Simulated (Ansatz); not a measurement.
## Relative stability

Two relaxed structures of AlBGeH4, closed shell (PBE0-D4/def2-TZVP; forces vanish, vibrations not checked).

A:

B1  (-2.007, -0.142, 0.241)
Al2  (-0.802, -0.390, -1.365)
Ge3  (0.000, 0.066, 0.704)
H4  (-3.050, -0.091, 0.813)
H5  (2.544, 0.288, -2.269)
H6  (0.470, 0.379, 2.151)
H7  (2.945, 0.303, -2.900)
(Å)

B:

| atom | x (Å) | y (Å) | z (Å) |
| --- | --- | --- | --- |
| B1 | -0.8790 | 0.8878 | -0.1542 |
| Al2 | 1.0824 | 0.7919 | -0.2946 |
| Ge3 | -0.5738 | 0.0564 | 1.4743 |
| H4 | 0.7391 | -1.2706 | -2.4620 |
| H5 | 1.4232 | -1.3137 | -2.7625 |
| H6 | -0.8234 | -0.6111 | 2.8352 |
| H7 | 2.5960 | 0.9184 | -0.7356 |

Program: Ansatz 0.2.0. Basis: def2-TZVPP. Cores are frozen in the correlated methods. Filled d shells of the heavier atoms are correlated. The def2 sets are not built for correlating such inner shells, so the correlated values are less sure here. B3LYP uses VWN-RPA correlation.

Task: Which structure is lower at CCSD(T), and by how much? (Judge from chemistry; the value comes from the calculation.)

Result: The calculation gives: A, by 43.1 kJ/mol (electronic energy, against the other). By their contacts, A is a complex of AlBGeH₂ ([BH]1[Al][GeH]1) + H₂ and B is a complex of AlBGeH₂ ([B]1[AlH][GeH]1) + H₂.

All methods give the same order:

```csv
method,E(B) − E(A) (kJ/mol)
PBE-D4,52.8
r2SCAN-D4,45.0
PBE0-D4,48.2
B3LYP-D4,51.6
wB97M-V,45.7
HF,27.7
MP2,43.1
CCSD,39.3
CCSD(T),43.1
```

No T1 diagnostic of these runs exceeds 0.018. The restricted Hartree–Fock reference is unstable towards an unrestricted one at one or more of these structures.

Labels in which every atom is bracketed show which atoms are joined, not bond orders.

For scale, one of the runs: CCSD(T)/def2-TZVPP, 177 basis functions, launched by `ansatz run in.yaml --threads 2 --pin off --events-out ev --progress --plain --max-ram 4352MiB`. Time: 48 s of wall clock on 2 CPU threads of an Arm Neoverse V1; the host was shared. Peak host memory: 1.5 GiB.
